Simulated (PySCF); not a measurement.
Magnetic shielding above rings: a mixed set.

NICS is the negative of the GIAO shielding at a point without a nucleus: at the ring centre (0) and 1 Å above and below it (1); zz is the component along the ring normal. Level: GIAO PBE0/pcSseg-1 (PySCF, non-relativistic, gas phase) on the GFN2-xTB geometries, one conformer each. Atom numbers follow the mapped SMILES.

Question: Order these rings by mean NICS(1)zz, lowest (most negative) first (ppm).
A. ring C5–N6–N7–N8–C9 in `[CH3:1][O:2][C:3](=[O:4])[c:5]1[n:6][nH:7][n:8][c:9]1[CH3:10]`
B. ring N3–C4–C5–N8–N9 in `[CH2:1]=[CH:2][n:3]1[cH:4][c:5]([CH2:6][CH3:7])[n:8][n:9]1`
C. ring C4–N5–C6–S7–N8 in `[CH3:1][C:2](=[O:3])[c:4]1[n:5][cH:6][s:7][n:8]1`
D. ring C2–C3–C6 in `[CH3:1][C@@H:2]1[C@H:3]([CH2:4][F:5])[C@@:6]1([CH3:7])[S:8](=[O:9])(=[O:10])[O-:11]` (charge -1)

Answer: C (-32.8), A (-31.6), B (-29.4), D (-22.4).

| SMILES | ring | NICS(0) | NICS(1) | NICS(1)zz | HOMA | rms pucker (Å) | ring atoms with four or more neighbours |
| --- | --- | --- | --- | --- | --- | --- | --- |
| CC(=O)c1ncsn1 | 5-membered ring with 2 N and S; formal bonds all aromatic | -14.3 | -13.3 | -32.8 | – | 0.00 | 0 |
| COC(=O)c1n[nH]nc1C | 5-membered ring with 3 N; formal bonds all aromatic | -13.1 | -13.1 | -31.6 | 0.94 | 0.00 | 0 |
| C=Cn1cc(CC)nn1 | 5-membered ring with 3 N; formal bonds all aromatic | -11.0 | -12.2 | -29.4 | 0.91 | 0.00 | 0 |
| C[C@@H]1[C@H](CF)[C@@]1(C)S(=O)(=O)[O-] | 3-membered carbocycle; formal bonds all single | -42.3 | -8.5 | -22.4 | – | 0.00 | 3 |

NICS(0) gives another order. The isotropic NICS(1) gives the same order. HOMA uses Krygowski's 1993 parameters; it is left out where a ring has a four-coordinate atom, a triple bond, no multiple bond or a kind of bond without parameters. NICS(1) and NICS(1)zz are means over the two faces.
